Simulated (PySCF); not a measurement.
**SbH₆⁻: fields on a plane**

Method: PySCF, PBE0, basis Sb def2-TZVPD with ECP28, H def2-TZVPD (scalar-relativistic core potentials, no spin–orbit coupling, density fitting).

The singlet minimum has Sb–H 1.799 Å (×6); H–Sb–H 90.0° (×12), H–Sb–H 180.0° (×3).

The plane holds Sb1 at (0.00, 0.00), H2 at (1.80, 0.00), H3 at (0.00, 1.80), H6 at (-1.80, 0.00), H7 at (0.00, -1.80) Å. Columns run from x = -3.75 to 4.05 Å, rows from y = 4.05 (top) to -3.75 Å, in steps of 0.3 Å. Other isomers or separated fragments may lie lower. Core electrons replaced by a potential are absent, the electrostatic potential uses the reduced nuclear charge, and values within about 0.7 Å of such atoms have no physical meaning.

Give the electron localisation function (set to 0 where the density is under 0.005 e/Å³). Every second row and column.


```
0.00 0.00 0.00 0.00 0.00 0.00 0.00 0.00 0.00 0.00 0.00 0.00 0.00 0.00
0.00 0.00 0.00 0.00 0.00 0.00 0.83 0.76 0.00 0.00 0.00 0.00 0.00 0.00
0.00 0.00 0.00 0.00 0.45 0.98 1.00 0.99 0.88 0.00 0.00 0.00 0.00 0.00
0.00 0.00 0.00 0.00 0.41 0.99 1.00 1.00 0.93 0.05 0.00 0.00 0.00 0.00
0.00 0.00 0.00 0.03 0.09 0.95 1.00 1.00 0.55 0.03 0.05 0.00 0.00 0.00
0.00 0.67 0.94 0.84 0.26 0.40 0.42 0.45 0.25 0.55 0.93 0.88 0.00 0.00
0.00 0.96 1.00 1.00 0.93 0.20 0.78 0.52 0.45 1.00 1.00 0.99 0.76 0.00
0.00 0.98 1.00 1.00 0.97 0.26 0.13 0.78 0.42 1.00 1.00 1.00 0.83 0.00
0.00 0.90 0.99 0.99 0.72 0.23 0.26 0.20 0.40 0.95 0.99 0.98 0.00 0.00
0.00 0.00 0.52 0.22 0.08 0.72 0.97 0.93 0.26 0.09 0.41 0.45 0.00 0.00
0.00 0.00 0.00 0.00 0.22 0.99 1.00 1.00 0.84 0.03 0.00 0.00 0.00 0.00
0.00 0.00 0.00 0.00 0.52 0.99 1.00 1.00 0.94 0.00 0.00 0.00 0.00 0.00
0.00 0.00 0.00 0.00 0.00 0.90 0.98 0.96 0.67 0.00 0.00 0.00 0.00 0.00
0.00 0.00 0.00 0.00 0.00 0.00 0.00 0.00 0.00 0.00 0.00 0.00 0.00 0.00
```

Give the electron density (e/Å³) (cut at 5 e/Å³). Lower edges of the bins (e/Å³): '_' 0.000, '.' 0.030, ':' 0.076, '-' 0.151, '=' 0.268, '+' 0.455, '*' 0.750, '#' 1.218, '%' 1.960, '@' 3.136; top 5.00, each point printed twice.


```
______________________________________________________
______________________________________________________
______________________________________________________
______________________________________________________
______________________........________________________
____________________..::::::::..______________________
__________________..::--====--::..____________________
__________________..--++****++--..____________________
________________..::--++####++--::..__________________
______________....::--++****++--::....________________
__________....::::::--==++++==--::::::....____________
________..::--------==**####**==--------::..__________
______..::--++++++==**@@@@@@@@**==++++++--::..________
______..::==**##**++##@@@@@@@@##++**##**==::..________
______..::==**##**++##@@@@@@@@##++**##**==::..________
______..::--++++++==**@@@@@@@@**==++++++--::..________
________..::--------==**####**==--------::..__________
__________....::::::--==++++==--::::::....____________
______________....::--++****++--::....________________
________________..::--++####++--::..__________________
__________________..--++****++--..____________________
__________________..::--====--::..____________________
____________________..::::::::..______________________
______________________........________________________
______________________________________________________
______________________________________________________
______________________________________________________
```

The lowest empty level of this anion is unbound, so it and the gap depend on the basis.
